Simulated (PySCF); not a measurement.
Work out the structure from these simulated measurements.

Elements present: Ga, H and Si. Monoisotopic mass: 101.9416 u.

| Property | Result |
| --- | --- |
| UV, strongest line | among the 15 lowest singlet transitions: S7 at 7.34 eV (169 nm, f = 0.365) [TDDFT CAM-B3LYP/def2-SVPD] |
| UV, first state | lowest singlet excitation: 4.15 eV (299 nm, f = 0.002) [TDDFT CAM-B3LYP/def2-SVPD] |
| Rotational structure | rotational constants A, B, C: 52.736, 3.637, 3.542 GHz [PBE0-D3(BJ)/def2-SVP] |
| Polarisability | 64.4 au [CAM-B3LYP/def2-SVPD] |
| Triplet | lowest triplet excitation (Tamm–Dancoff): 3.55 eV [TDA CAM-B3LYP/def2-SVPD] |
| XPS | Si2p3/2 106.4, Si1s 1846.1 eV [ΔSCF SCAN, pcX-2 on the ionised atom, pcseg-1 elsewhere, spin-free X2C, 2p3/2 from a spin–orbit splitting computed afterwards within the 2p shell] |

Electronic properties: PySCF, gas phase, density fitting. Levels stand in brackets. Geometry: PBE0-D3(BJ)/def2-SVP; no solvent, vibrations or thermal averaging. The calculation (core ionisation apart) is non-relativistic and has no spin–orbit coupling, an omission that weighs most on gallium.

**Question.** Which formula fits the mass and the elements?

**Answer.** GaH5Si (calculated 101.9416). No other formula that holds each of these elements comes within 0.0003 u with a fitting electron parity and a possible valence count.

**Question.** Give a SMILES that accounts for the data.

**Answer.** The core levels belong to: Si2p3/2 106.4 eV, silicon bonded to Ga and 3 H; Si1s 1846.1 eV, silicon bonded to Ga and 3 H. No core level of Ga was computed. The optimised geometry has point group Cs and is an asymmetric top. Structure: GaH2(SiH3), `[SiH3][GaH2]`.
